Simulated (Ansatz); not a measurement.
`[CH3][Sn]([OH])([F])[Cl]` + H₂O → `[CH3][Sn]([OH])([OH])[F]` + HCl at 500 K and 1 bar (formal hydrolysis of the Sn–Cl bond).

Gas-phase electronic energies from Ansatz, PBE0-D4/def2-TZVP geometries. CCSD(T)/CBS is the MP2 limit (def2-TZVPP, def2-QZVPP) plus CCSD(T) − MP2 in def2-TZVPP, frozen cores. This one scheme is used for every species. Elements past krypton have def2 core potentials. For Sn outer-core shells are correlated without core-valence functions, which leaves a few kJ/mol of doubt a bond. One conformer a species, not always the lowest.

```tsv
species	CCSD(T)/CBS energy (Eh)	H − E (kJ/mol)	S (J/(mol·K))
`[CH3][Sn]([OH])([F])[Cl]`	-889.34819	189.5	465.0
H₂O	-76.37941	73.2	206.3
`[CH3][Sn]([OH])([OH])[F]`	-505.32137	223.7	466.8
HCl	-460.38127	32.5	201.9
```

H − E and S are ideal-gas, rigid-rotor, harmonic terms from PBE0-D4/def2-TZVP, for one conformer and one mirror image of each species. 1 Eh = 2625.50 kJ/mol, R = 8.31446 J/(mol·K).

Question: By hand: ΔE, ΔH, ΔS and ΔG.

Answer: ΔE = (-505.32137) + (-460.38127) − (-889.34819) − (-76.37941) = 0.02496 Eh = 65.5 kJ/mol. Δ(H − E) = 223.7 + 32.5 − 189.5 − 73.2 = -6.5, so ΔH = 59.0 kJ/mol. ΔS = 466.8 + 201.9 − 465.0 − 206.3 = -2.6 J/(mol·K). ΔG = 59.0 − 500 × (-2.6)/1000 = 60.3 kJ/mol.

Question: By hand: the equilibrium constant, and the temperature at which ΔG would vanish if ΔH and ΔS stayed fixed.

Answer: log₁₀ K = −ΔG/(RT ln 10) = -6.3. ΔH and −TΔS have one sign here, so there is no such temperature.

The number of gas molecules stays the same, so ΔS is small and ΔH decides. A doubt of 5 kJ/mol in ΔE shifts log₁₀ K by 0.5 here. Other conformers and mirror images would add mixing entropy, several J/(mol·K) or more a flexible species. Modes under 60 cm⁻¹, often nearly free rotors, make the harmonic entropy too high. These are equilibria of isolated gas molecules and say nothing of rates. Largest T1 diagnostic: 0.014 (customary marks: 0.02 for closed shells, 0.045 for open ones).

ΔS is within the doubt of such terms, so its sign, and with it that verdict, could turn.
